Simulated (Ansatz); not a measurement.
Reaction (atomization): `[NH2][Al]1[CH2][CH2]1` → Al• + 2 C• + 6 H• + N•

Calculated with Ansatz (gas phase, PBE0-D4/def2-TZVP geometries, no zero-point term in ΔE). CCSD(T)/CBS adds triple-zeta CCSD(T) − MP2 to the extrapolated MP2 energy (def2 sets, frozen cores). This one scheme is used for every species, atoms too. Functionals use def2-TZVPP. Open shells (•) are unrestricted, without spin–orbit coupling. Spin–orbit coupling would lower the free atoms: a little for Al, C. Each species was taken in one conformer, which may not be the lowest.

`[NH2][Al]1[CH2][CH2]1`:

Cartesian coordinates in Å:
```
N -1.926 0.461 -1.216
Al -0.469 0.113 -0.296
C 0.506 -0.410 1.244
C 1.403 -0.047 -0.039
H -2.863 0.385 -0.856
H -1.939 0.765 -2.175
H 0.661 0.253 2.093
H 0.593 -1.446 1.567
H 1.979 -0.886 -0.427
H 2.056 0.811 0.106
```

Problem. What is ΔE at CCSD(T)/CBS? (Estimate.)

Solution. Ansatz gave: +36.92 eV.

Problem. What do these levels give: BLYP-D4, CAM-B3LYP-D4, ωB97M-V, BLYP, r2SCAN, MP2/def2-SVP, MP2/def2-TZVPP, CCSD/def2-TZVPP, CCSD(T)/def2-TZVPP, HF/def2-QZVPP, SCS-MP2/def2-QZVPP, CCSD/CBS(def2)? (An estimate is asked.)

Solution. Ansatz gave: BLYP-D4 36.86, CAM-B3LYP-D4 37.10, ωB97M-V 37.10, BLYP 36.51, r2SCAN 36.96, MP2/def2-SVP 35.08, MP2/def2-TZVPP 36.42, CCSD/def2-TZVPP 35.34, CCSD(T)/def2-TZVPP 35.90, HF/def2-QZVPP 26.34, SCS-MP2/def2-QZVPP 37.05, CCSD/CBS(def2) 36.37 eV.

Largest T1 diagnostic among the species: 0.018.

From PBE to PBE0 (25 % exact exchange), in def2-TZVPP and without D4, ΔE moves by −0.61 eV: exact exchange takes away binding that semilocal exchange gives to molecules. Leaving LDA and LC-ωPBE aside and taking each functional with its dispersion term where it has one, the values, not all of them listed here, spread over 1.77 eV, from BHLYP-D4 to PBE-D4. LDA lies +4.65 eV from PBE without D4, its usual overbinding.

For atomizations the MP2-based limit and the directly extrapolated one differ by several kJ/mol either way, and by 10 to 25 for some Ge, Se and Sn compounds, so smaller differences from it don't rank the levels.
